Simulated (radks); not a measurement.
Results of a calculation; reference values are marked as such.
Task: Spherical quantum dot in the effective-mass picture: electrons in a parabolic well V = omega^2 r^2 / 2 with omega = 0.294, all in effective atomic units (hartree* = m*/eps^2 hartree, bohr* = eps/m* bohr), one dielectric constant everywhere. Level of theory: non-relativistic Kohn-Sham, PBEsol, spin-polarised, spherical densities (a radial shooting solver with Libxc functionals). Levels are named by radial order and angular momentum (1s, 1p, 1d, 2s, ...), and open shells are averaged over m. At N = 5 the configuration is 1s2 1p(up 3, down 0). Does electron 6 go into 1d up or 1p down or 2s up?

Result: Into 1p down. The total energies of the other choices lie higher by 0.134 hartree* (1d up), 0.200 hartree* (2s up).
